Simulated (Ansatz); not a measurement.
C6H19HfN3Se, SMILES `C[N](C)[Hf]([SeH])([N](C)C)[N](C)C`, relaxed with RKS PBE0-D4/def2-TZVP in the Gaussian-basis code of Ansatz from a GFN2-xTB geometry. The force threshold is 0.005 eV/Å; the program also tests the step.

Charge 0, multiplicity 1. Hf: def2 effective core potential.

Start:

```xyz
30

C     0.508   -1.032    2.388
N     1.235   -1.028    1.136
C     2.472   -0.281    1.255
Hf    0.203   -0.463   -0.467
Se    1.731   -1.238   -2.393
N    -0.175    1.483   -0.663
C     0.844    2.109   -1.486
C    -0.288    2.188    0.597
N    -1.553   -1.422   -0.491
C    -2.592   -0.623    0.132
C    -1.861   -1.605   -1.902
H     0.254   -0.010    2.733
H    -0.409   -1.616    2.270
H     1.108   -1.499    3.183
H     3.152   -0.765    1.972
H     2.313    0.755    1.616
H     2.984   -0.249    0.285
H     2.182   -2.486   -1.897
H     0.594    3.162   -1.679
H     1.846    2.093   -1.006
H     0.906    1.605   -2.458
H     0.682    2.263    1.130
H    -1.015    1.684    1.243
H    -0.639    3.218    0.436
H    -2.721    0.358   -0.365
H    -2.351   -0.465    1.187
H    -3.558   -1.146    0.085
H    -1.892   -0.640   -2.454
H    -1.117   -2.265   -2.362
H    -2.843   -2.084   -2.023
```

By how much does the energy fall, and how many steps does the optimiser take? (Estimate.)

The calculation gave: 152.87 kJ/mol, in 49 steps, 2 of them rejected.

Which bonds change most? (Best estimate.)

Computed: Hf4–Se5 from 2.578 to 2.637 Å.

Give the relaxed structure. (An estimate is asked.)

Ansatz gave: 
```xyz
30

C     0.237   -1.759    2.235
N     0.984   -0.926    1.323
C     2.339   -0.705    1.783
Hf    0.408   -0.131   -0.464
Se    2.121   -0.758   -2.368
N     0.459    1.896   -0.341
C    -0.004    2.648   -1.490
C     0.901    2.757    0.729
N    -1.474   -0.793   -0.882
C    -2.689   -0.060   -1.140
C    -1.661   -2.221   -1.025
H     0.168   -1.302    3.233
H    -0.782   -1.914    1.871
H     0.707   -2.746    2.362
H     2.888   -1.651    1.898
H     2.358   -0.187    2.753
H     2.903   -0.095    1.069
H     1.671   -2.159   -2.369
H    -0.866    3.283   -1.240
H     0.785    3.297   -1.892
H    -0.311    1.978   -2.303
H     1.728    3.406    0.409
H     1.244    2.167    1.582
H     0.089    3.411    1.080
H    -3.062   -0.236   -2.160
H    -2.526    1.014   -1.022
H    -3.490   -0.352   -0.446
H    -1.978   -2.493   -2.041
H    -0.728   -2.764   -0.822
H    -2.416   -2.605   -0.323
```
